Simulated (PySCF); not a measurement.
**Carbon: a sound run and one with changed settings**

Sound run: C²⁺ [He] 2s2, C³⁺ [He] 2s1. Computed with PySCF 2.14 in def2-SVP, with the non-relativistic Hamiltonian (point nucleus). In the sound run the correlated levels freeze 1s2. The sound run starts from symmetry-adapted Hartree-Fock orbitals and uses a fine grid where one is needed.

A second run was set up differently.

| species | method | sound run (hartree) | changed run (hartree) | converged |
| --- | --- | --- | --- | --- |
| C²⁺ | UHF | -36.35086 | -36.35086 | yes |
| C²⁺ | TPSS | -36.47291 | -36.47291 | yes |
| C²⁺ | BP86 | -36.45428 | -36.45428 | yes |
| C²⁺ | MP2 | -36.39095 | -36.36403 | yes |
| C²⁺ | CCSD(T) | -36.42400 | -36.42400 | yes |
| C³⁺ | UHF | -34.68049 | -34.68049 | yes |
| C³⁺ | TPSS | -34.74883 | -34.74883 | yes |
| C³⁺ | BP86 | -34.72874 | -34.72874 | yes |

Ionisation energy of C²⁺:

| method | sound run (eV) | changed run (eV) |
| --- | --- | --- |
| UHF | 45.453 | 45.453 |
| TPSS | 46.915 | 46.915 |
| BP86 | 46.954 | 46.954 |
| MP2 | 46.544 | 45.811 |
| SCS-MP2 | 46.762 | 45.883 |
| CCSD | 47.443 | 47.443 |
| CCSD(T) | 47.443 | 47.443 |
| CCSDT | 47.443 | 47.443 |
| FCI | 47.443 | 47.443 |

(1) What was changed?
A. level shift left on
B. angular grid far too coarse
C. too few SCF iterations
D. a valence shell is frozen

## Answers

(1) A. It used initial guess sap, at most 50 SCF cycles, level shift 2.0 hartree. A level shift leaves the converged SCF energy unchanged but raises the virtual orbital energies, which shrinks MP2 if it is not removed.
